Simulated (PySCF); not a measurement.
In: excitation energy

In [Kr] 4d10 5s2 5p1 (2P) → In [Kr] 4d10 5s1 5p2 (4P), as a difference of total energies. All numbers are calculated (PySCF 2.14, the spin-free X2C one-electron Hamiltonian (Gaussian nucleus), in aug-cc-pVQZ-DK3 (9s8p6d3f2g, 102 functions)). Correlated levels: valence: [Kr] 4d10 frozen. The calculations carry no spin-orbit coupling.

```csv
method,excitation energy (eV),error (eV)
UHF,2.889,-1.461
LDA,4.872,+0.522
PBE,4.645,+0.295
PBE0,4.314,-0.036
r2SCAN,4.203,-0.147
revPBE,4.536,+0.186
CAM-B3LYP,4.588,+0.238
PBEsol,4.599,+0.249
MP2 (valence),3.552,-0.798
SCS-MP2 (valence),3.806,-0.544
```

Reference: 4.350 eV (measured; NIST levels, between the centres of gravity of the two terms).

Errors of the correlated levels include the incompleteness of this basis and the frozen core.
